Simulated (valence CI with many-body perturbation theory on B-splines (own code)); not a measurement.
**Nd⁴⁷⁺: fill in the table**

Method: relativistic CI+MBPT: three valence electrons over a frozen Dirac-Fock core [Ne], a basis of 11 s, 11 p, 9 d, 7 f, 5 g, 2 h, 1 i functions for each j, with the one-electron correlation potential Σ1 (screened to all orders), the two-electron term Σ2, the three-electron term Σ3, Breit, model QED; selected single and double excitations, second order for the rest (own B-spline code, finite nucleus).

The last digits are not significant, and no measured levels were compared; by estimate large intervals hold to a few tenths of a per cent, small ones and those within an open d or f shell to about a per cent.

| Level | E (eV) |
| --- | --- |
| (3s^2 3p1/2) J=1/2 | 0.00 |
| (3s 3p1/2^2) J=1/2 | 119.82 |
| (3s^2 3p3/2) J=3/2 | ? |
| (3s 3p1/2 3p3/2) J=3/2 [a] | ? |
| (3s 3p1/2 3p3/2) J=5/2 | 246.86 |
| (3s 3p1/2 3p3/2) J=3/2 [b] | 264.21 |
| (3s 3p1/2 3p3/2) J=1/2 | 272.38 |
| (3s^2 3d3/2) J=3/2 | 313.12 |
| (3s^2 3d5/2) J=5/2 | ? |
| (3s 3p3/2^2) J=5/2 | 382.27 |
| (3p1/2^2 3p3/2) J=3/2 | ? |
| (3s 3p1/2 3d3/2) J=3/2 [a] | 398.44 |
| (3s 3p1/2 3d3/2) J=5/2 | 408.02 |
| (3s 3p3/2^2) J=1/2 | ? |
| (3s 3p3/2^2) J=3/2 | 413.36 |
| (3s 3p1/2 3d3/2) J=1/2 | ? |
| (3s 3p1/2 3d3/2) J=3/2 [b] | 430.43 |
| (3s 3p1/2 3d5/2) J=5/2 [a] | 439.83 |
| (3s 3p1/2 3d5/2) J=7/2 | 448.35 |
| (3s 3p1/2 3d5/2) J=5/2 [b] | 456.99 |

Levels are named by their leading jj configuration (3d3/2^4 stands for four electrons in 3d with j = 3/2), which in mixed levels can hold well under half, so a name can repeat and another be missing. Letters in brackets count levels of one name in rising energy.

Q: The levels stand in rising order. What does the calculation give for the missing energies?

A: (3s^2 3p3/2) J=3/2 135.17; (3s 3p1/2 3p3/2) J=3/2 [a] 233.64; (3s^2 3d5/2) J=5/2 335.78; (3p1/2^2 3p3/2) J=3/2 384.47; (3s 3p3/2^2) J=1/2 408.04; (3s 3p1/2 3d3/2) J=1/2 427.93.
